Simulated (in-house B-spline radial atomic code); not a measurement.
**RPA and G0W0 on PBEsol: Li⁺**

Configuration 1s2, mean-field start PBEsol. Computed with an all-electron radial atomic-structure program (B-spline basis): all electrons, non-relativistic, point nucleus, each spin shell either full or empty, empty states to l = 9 with an (l + 1/2)⁻⁴ tail; G0W0 by contour deformation at full frequency.

Command:
```bash
python run_gw.py task.json out
```
Settings (radii: box in bohr, nucleus in fm):
```
Z                        3
electrons                2
configuration            1s2
hamiltonian              nr
method                   pbesol
lmax                     9
spin_polarised           False
box_radius               23.78
intervals                44
ion_configuration        1s1
```

Cost of the run: 0.9 s on 1 thread of Arm Neoverse N1, on a shared host.

Energies (hartree):

| term | value |
| --- | --- |
| mean-field total | -7.19642 |
| Hartree-Fock functional on these orbitals | -7.23499 |
| direct second order | -0.095714 |
| second-order exchange | 0.047858 |
| SOSEX correction | 0.043523 |

Q: What is the RPA correlation energy, and what remains with SOSEX?

A: RPA gives -0.087047 hartree (-1.18 eV per electron); RPA + SOSEX gives -0.043523, and the second-order doubles -0.047857 hartree (no singles). SOSEX takes back 50 % of the RPA value, the self-correlation of each of the two electrons.

Quasi-particle levels (eV):

```
level  occupied  mean field  Σx - vxc     Σc  QP weight    G0W0
   1s       yes      -59.84    -16.39      ?          ?       ?
   2s        no      -6.687      1.66  -0.12      0.998  -5.145
```

G0W0 = mean field + (Σx - vxc) + Σc, with Σc (partial-wave tail included) taken at the quasi-particle energy.

Q: Where does G0W0 put 1s?

A: At -75.00 eV, with Σc = 1.23 eV and a quasi-particle weight of 0.947. The tabulated removal energy is 75.640 eV (NIST, tabulated theory).

Q: What does it cost to remove one electron (to 1s1) by differences of total energies, each species on its own start (correlation terms add to the Hartree-Fock functional)?

A: PBEsol 74.73 eV, Hartree-Fock functional 74.44 eV, + RPA 76.20 eV, + RPA + SOSEX 75.63 eV, + second order 75.74 eV. Tabulated: 75.640 eV (NIST, tabulated theory).
